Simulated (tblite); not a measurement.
Compound: C₄H₁₄FNSi₂.
Structure used (GFN2-xTB), in Å, numbered top down from 1:
```
atom  x, y, z in Å
C1    -1.4634    1.2762    0.8562
N2    -0.6308    0.1014    1.0080
C3    -0.3033   -0.6379   -0.2158
C4    -1.5218   -0.9849   -1.0730
C5     0.3610   -1.9391    0.2347
Si6    0.9895    0.4326   -1.1555
Si7    2.2908    1.4179    0.4658
F8     3.5727    2.0385   -0.3079
H9    -2.4945    1.0624    0.5423
H10   -1.0149    1.9454    0.1224
H11   -1.5012    1.7944    1.8153
H12   -1.0663   -0.5259    1.6805
H13   -1.2126   -1.6062   -1.9098
H14   -2.2643   -1.5353   -0.4921
H15   -1.9905   -0.0905   -1.4760
H16    1.2005   -1.7302    0.8943
H17    0.7204   -2.5031   -0.6223
H18   -0.3490   -2.5652    0.7781
H19    0.2916    1.3852   -2.0420
H20    1.6898   -0.4501   -2.1080
H21    2.9258    0.5423    1.4488
H22    1.7599    2.5916    1.1544
```

Method: GFN2-xTB as coded in tblite; computed harmonic values from a numerical Hessian at the method's own geometry, unscaled. This tight-binding method is rough: wavenumbers can miss measured ones by several per cent, in bad cases by 10 to 20. Modes of hydrogen on silicon can be 10 to 20 % off. One conformer, not necessarily the lowest.

Harmonic wavenumbers (cm⁻¹): 28.8, 46.6, 73.4, 126.1, 153.9, 201.0, 203.8, 228.2, 249.3, 281.2, 298.1, 356.2, 372.8, 386.1, 439.4, 480.0, 488.1, 576.9, 601.2, 607.1, 669.8, 736.1, 783.4, 793.1, 797.5, 847.9, 896.1, 946.2, 961.3, 1009.7, 1083.5, 1118.6, 1131.9, 1179.4, 1195.8, 1234.0, 1398.4, 1402.3, 1418.1, 1422.2, 1488.0, 1495.1, 1501.8, 1503.5, 1511.5, 1521.3, 2131.3, 2160.4, 2248.6, 2277.1, 2875.8, 2977.1, 2981.7, 2996.4, 3006.7, 3027.2, 3030.3, 3036.0, 3040.1, 3321.0.

A = 2174, B = 805.2, C = 730.5 MHz; mass 151.065 u (most abundant isotopes); point group C1, symmetry number 1.

Question: Zero-point energy?

Answer: ½Σν̃ = 37677 cm⁻¹ = 450.72 kJ/mol.

Question: Entropy at 400 K, 1 bar (ideal gas, RRHO, classical rotation)?

Answer: Translation 177.54, rotation 128.80, vibration 225.59: S = 531.9 J/(mol K).

Question: And Cp and H(400 K) − H(0)?

Answer: Cp = 247.49 J/(mol K), of which vibrations give 214.23 (their classical limit is 60 R = 498.9); H(400 K) − H(0) = 59.00 kJ/mol without the zero-point energy, 45.70 from vibrations.

Question: Which modes carry the vibrational entropy at 400 K?

Answer: 28.8 cm⁻¹: 27.17; 46.6 cm⁻¹: 23.17; 73.4 cm⁻¹: 19.41; 126.1 cm⁻¹: 14.96; 153.9 cm⁻¹: 13.34; 201.0 cm⁻¹: 11.19 J/(mol K); the other 54 give 116.35 together.

Question: What must be added to the electronic energy to get the Gibbs energy at 400 K and 1 bar?

Answer: ZPE + [H(400 K) − H(0)] − T·S = 450.72 + 59.00 − 212.78 = 296.94 kJ/mol.

Hindered rotation and anharmonicity are outside this model. Other conformers, if any are populated, would add a mixing term that is left out. The structure is chiral; the term R ln 2 for an equal mix with its mirror image is left out.
